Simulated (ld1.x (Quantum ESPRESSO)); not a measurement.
# Transferability test, TM potential for Ag (Z = 47)

silver, norm-conserving Troullier–Martins (Kleinman–Bylander form), made with ld1.x (Quantum ESPRESSO) 7.5 (PBEsol, fully relativistic). Core [Ar] 3d10 4s2, reference 4p6 4d9.5 5s0 5p0 (charge +1.5). Waves: 4p (bound): rc 1.30 bohr; 4d (bound): rc 1.85 bohr; 4f channel at -0.1 Ry: rc 1.85 bohr; 5s (bound, empty): rc 2.40 bohr. Local part: the s channel. Core correction: a·sin(br)/r model core inside 0.65 bohr.

Open shells are filled in proportion to 2j + 1 (rel_dist='average').

Energies are relative to the spin-unpolarised reference configuration 4p6 4d9.5 5s0 5p0; without spin polarisation the order of configurations can differ from experiment.

Give the all-electron excitation energy and the error of the potential for: 4p6 4d10 5s1 5p0; 4p6 4d10 5s0 5p0; 4p6 4d9 5s0 5p0; 4p6 4d10 5s0 5p1; 4p6 4d7 5s0 5p0; 4p6 4d10 5s0.5 5p0; 4p6 4d9 5s1 5p0.

```tsv
valence configuration	charge	ΔE all-electron (eV)	error AE − PS (meV)
4p6 4d10 5s1 5p0	0	-17.149	-16
4p6 4d10 5s0 5p0	+1	-9.401	-22
4p6 4d9 5s0 5p0	+2	12.713	-27
4p6 4d10 5s0 5p1	0	-13.223	-447
4p6 4d7 5s0 5p0	+4	100.581	-829
4p6 4d10 5s0.5 5p0	+0.5	-14.128	-18
4p6 4d9 5s1 5p0	+1	-3.982	-47
```

Levels in the configuration 4p6 4d10 5s0.5 5p0:

| level | all-electron (eV) | pseudo (eV) |
| --- | --- | --- |
| 4p j=1/2 | -65.949 | -65.851 |
| 4p j=3/2 | -60.846 | -60.752 |
| 4d j=3/2 | -11.721 | -11.657 |
| 4d j=5/2 | -11.159 | -11.095 |
| 5s j=1/2 | -7.708 | -7.713 |

These tests converged, but a pseudo level misses the all-electron one widely, so the file describes the atom poorly there or has found another state: 4p6 4d7 5s0 5p0: empty 5p by 4.2 eV (a node warning on the way).
